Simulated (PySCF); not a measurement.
W(NH)(S)(F)(OMe) (CH₄FNOSW), SMILES [S]=[W](=[NH])([O]C)[F], multiplicity 1.

The structure is a stationary point at PBE0-D3(BJ)/def2-SVP. The multiplicity is an assumed one; other spin states were not compared. The def2 effective core potentials stand for the cores of W; spin–orbit coupling is left out. Other conformers were not sampled.

Calculation: PBE0-D3(BJ)/def2-SVP (PySCF).

Frequencies are harmonic and unscaled.

| mode | ν (cm⁻¹) | IR (km/mol) | moving atoms (share of kinetic energy) |
|---|---|---|---|
| 1 | 61 | 2.1 | C 37 %, S 22 %, H 22 % |
| 2 | 103 | 0.5 | H 81 % |
| 3 | 109 | 0.6 | H 37 %, C 23 %, N 15 %, F 12 % |
| 4 | 175 | 1.8 | F 57 %, S 23 %, W 8 % |
| 5 | 210 | 4.7 | F 39 %, N 17 %, S 14 %, W 11 %, O 9 % |
| 6 | 225 | 4.8 | O 63 %, S 19 % |
| 7 | 268 | 1.6 | N 49 %, H 17 %, F 10 %, S 10 % |
| 8 | 306 | 7.9 | O 40 %, N 23 %, H 19 %, C 9 % |
| 9 | 536 | 242.0 | S 39 %, H 37 %, N 13 %, W 10 % |
| 10 | 572 | 26.2 | S 43 %, H 41 %, N 9 % |
| 11 | 598 | 49.6 | O 49 %, C 27 %, H 13 %, W 11 % |
| 12 | 634 | 100.7 | H 73 %, N 18 % |
| 13 | 692 | 143.6 | F 84 %, W 11 % |
| 14 | 1036 | 101.7 | N 83 %, W 8 % |
| 15 | 1166 | 30.2 | H 72 %, C 20 %, O 8 % |
| 16 | 1172 | 19.9 | H 71 %, C 20 %, O 8 % |
| 17 | 1204 | 359.9 | O 53 %, C 35 %, H 11 % |
| 18 | 1459 | 9.5 | H 90 % |
| 19 | 1462 | 8.3 | H 95 % |
| 20 | 1467 | 10.0 | H 97 % |
| 21 | 3039 | 55.4 | H 98 % |
| 22 | 3141 | 12.4 | H 90 %, C 10 % |
| 23 | 3155 | 10.2 | H 90 %, C 10 % |
| 24 | 3660 | 203.3 | H 92 % |
